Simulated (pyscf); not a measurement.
PySCF, gas phase, ωB97X-D3(BJ)/def2-SVP geometries.

Q: Estimate by transition-state theory (the high-pressure limit) the rate constant of •H₂C–CH(SiH₃)–Cl → H₃Si–CH•–CH₂–Cl (doublet surface; C–Cl broken, C–Cl formed) at 900 K, with ωB97M-D3(BJ)/def2-TZVP energies (ideal gas, 1 atm, RRHO with modes under 100 cm⁻¹ raised to 100, one conformer, R ln 2 for chiral ones without a mode under 150 cm⁻¹; no tunnelling).

A: The electronic barrier is 7.5 kcal/mol and the thermal terms add +2.6, so ΔG‡ = 10.1 kcal/mol. With k_BT/h = 1.88e+13 s⁻¹ and RT = 1.788 kcal/mol, k = 6.7e+10 s⁻¹, a half-life of 1.0e-11 s through this channel alone. Wigner's tunnelling factor for 92i cm⁻¹ would be 1.00. A shift of 1 kcal/mol in the barrier changes k by a factor 1.7. •H₂C–CH(SiH₃)–Cl lies 62.4 kcal/mol over its isomer H₃C–Si•(CH₃)–Cl (electronic energy, ωB97M-D3(BJ)/def2-TZVP). H₃Si–CH•–CH₂–Cl lies 59.1 kcal/mol over its isomer H₃C–Si•(CH₃)–Cl (electronic energy, ωB97M-D3(BJ)/def2-TZVP). This is the saddle that the search found; another between the same sides may lie lower.
